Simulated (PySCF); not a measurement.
PySCF job for GeH₂ClBr, SMILES [Cl][GeH2][Br], PBE0/pcSseg-1. Coordinates come from a r2SCAN-D4/def2-SVP optimisation.

```python
import numpy as np
from pyscf import gto, scf, dft
from pyscf.prop.nmr import rks as nmr

mol = gto.M(
    atom='''
    Ge    0.68602424    0.54615527    0.00000000
    Cl   -0.85844085    2.05021644   -0.00000000
    Br   -0.29529592   -1.53484902    0.00000000
    H     1.48803801    0.69453375    1.29248800
    H     1.48803802    0.69453374   -1.29248801
    ''',
    basis='pcSseg-1',
    charge=0,
    spin=0,
    max_memory=1600,
    verbose=3,
)
mf = dft.RKS(mol, xc='pbe0')
mf.grids.level = 3
mf.conv_tol = 1e-10
mf.max_cycle = 100
mf.kernel()
n = nmr.NMR(mf)
n.verbose = 2
n.max_cycle_cphf = 60
sigma = n.kernel()
print('atom   isotropic/ppm   span/ppm')
for i, s in enumerate(sigma):
    w = np.linalg.eigvalsh((s + s.T) / 2)
    print(f'{mol.atom_symbol(i):2s}{i + 1:3d} {w.mean():14.3f} {w[2] - w[0]:11.3f}')
```

Log of the run:

```
converged SCF energy = -5111.41399927688
atom   isotropic/ppm   span/ppm
Ge  1       1274.953     261.576
Cl  2        903.270     274.954
Br  3       2531.996     722.880
H   4         24.989      19.531
H   5         24.989      19.531
```

The run converged.
